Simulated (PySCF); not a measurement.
How methods differ on the ionisation energy of Ir⁺

Ir⁺ [Xe] 4f14 5d7 6s1 (5F) → Ir²⁺ [Xe] 4f14 5d7 (4F), as a difference of total energies. All numbers are calculated (PySCF 2.14, scalar relativity through the core potential, in def2-TZVP with the def2 core potential (60 electrons) (6s4p3d1f, 40 functions)). Correlated levels: valence: 5s2 5p6 frozen. The calculations carry no spin-orbit coupling.

```json
{"method": "UHF", "ionisation energy (eV)": "16.334"}
{"method": "PBE0", "ionisation energy (eV)": "17.735"}
{"method": "r2SCAN", "ionisation energy (eV)": "17.999"}
{"method": "MP2 (valence)", "ionisation energy (eV)": "17.222"}
{"method": "SCS-MP2 (valence)", "ionisation energy (eV)": "16.949"}
```

Q: How much does correlation contribute at MP2 (valence)?

A: 17.222 − (16.334) = 0.888 eV, measured against UHF.

The reference lies between the lowest fine-structure levels, while these numbers refer to the centres of the terms.

Errors of the correlated levels include the incompleteness of this basis and the frozen core.

For comparison: 17 ± 0.3 eV (semi-empirical (NIST evaluation); NIST Atomic Spectra Database, ionization energies).
